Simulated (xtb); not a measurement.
Cd(F)(SH) (CdFHS), SMILES [SH][Cd][F]. All values are semi-empirical tight-binding results from xtb (GFN2-xTB unless named), good for trends rather than for accurate numbers. Coordinates come from a GFN2-xTB optimisation. One conformer was computed; it need not be the lowest.

Optimised geometry:

Bond lengths (Å): Cd1–F2 1.965, Cd1–S3 2.350, S3–H4 1.328. Angles (°): F2–Cd1–S3 112.5, Cd1–S3–H4 100.4.

For metal compounds this method's bond lengths and energies can be far off.

```yaml
point_group_as_xtb_finds_it: Cs
orbital_gap: 2.50 eV
zero_point_energy: 5.6 kcal/mol
G − E(el) at 298.15 K (modified RRHO): -13.4 kcal/mol
```

Computed atomic charges and the Wiberg bond orders between heavy atoms:
charges (e) Cd1 0.44, F2 -0.39, S3 -0.24, H4 0.20. Bond orders Cd1–F2 0.78, Cd1–S3 1.04.
